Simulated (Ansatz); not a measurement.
HOSi, charge +1, singlet, at a GFN2-xTB geometry; MP2/aug-cc-pVDZ run with Ansatz (a quantum-chemistry and plane-wave program).

Input for Ansatz:
Ansatz 0.2 input:
```yaml
crystal:
  periodic: [false, false, false]
  atoms:
    - {symbol: O, position_ang: [-0.00000000, -0.00000000, -0.88835384]}
    - {symbol: Si, position_ang: [0.00000000, 0.00000000, 0.64027396]}
    - {symbol: H, position_ang: [-0.00000000, -0.00000000, -1.85700467]}
basis:
  gaussian:
    orbitals: aug-cc-pVDZ
total_charge: 1
magnetization: {spin_polarized: false}
correlation: {method: mp2}
```

What the program printed (banner, timings and long lists left out):

```
Functional definition: HF
582 factors; integrals over basis functions are off by at most 1.0e-3 eV
mean field evaluation 1: about -9899.0379 eV, gradient 7.2e1 eV
mean field evaluation 2: about -9899.0392 eV, gradient 7.2e1 eV
mean field evaluation 4: about -9908.4782 eV, gradient 4.0e0 eV
mean field evaluation 8: about -9908.5370 eV, gradient 3.1e-4 eV
mean field -9908.53701823 eV, -364.1320191722 hartree, gradient 1.0e-6 eV, S^2 0.000000; 0 other end points of the search recorded, 0 dependent functions left out
6 core orbitals not correlated
reference -9908.53701823 eV, -364.1320191722 hartree; 5, 5 occupied and 48, 48 virtual orbitals, 582 factors
second order -7.12698605 eV of doubles, -0.00000000 eV of singles
Total energy: -9915.66400428 eV, -364.3939310789 hartree
```
